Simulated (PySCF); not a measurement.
C3H3BrF2, SMILES FC(F)/C=C\Br. Coordinates come from a PBE-D3(BJ)/def2-SVP optimisation. The structure was generated by enumeration; whether it is a known compound was not checked. Other conformers were not sampled.

### Question
Give the equilibrium geometry at PBE-D3(BJ)/def2-SVP (PySCF confirms it by a frequency run) as Cartesian coordinates in Å, and its point group. (Estimate from the structure and the level; the computed values follow.)

### Answer
This is not unique; one that fits is point group Cs.
```xyz
9

F     -0.3209    -2.4750    -1.1043
C     -0.2686    -1.6638     0.0000
F     -0.3209    -2.4750     1.1043
C      1.0211    -0.9050     0.0000
C      1.1692     0.4293     0.0000
Br    -0.2479     1.6859     0.0000
H     -1.1638    -1.0034     0.0000
H      1.9309    -1.5290     0.0000
H      2.1561     0.9141     0.0000
```
